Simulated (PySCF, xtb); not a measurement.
C2H6BrSb, SMILES [CH3][Sb]([CH3])[Br].

GFN2-xTB (xtb) at its own geometry gives an orbital gap of 4.10 eV and a dipole moment of 6.99 D.

Geometry: PBE0-D3(BJ)/def2-SVP. The structure was generated by enumeration; whether it is a known compound was not checked. The def2 effective core potentials stand for the cores of Sb; spin–orbit coupling is left out.

Problem. What does CAM-B3LYP/def2-TZVP run with PySCF give? (An estimate is asked for; the answer gives what the named calculation found.)

Solution. gap 7.78 eV (levels -8.25 and -0.46 eV), dipole 3.06 D.
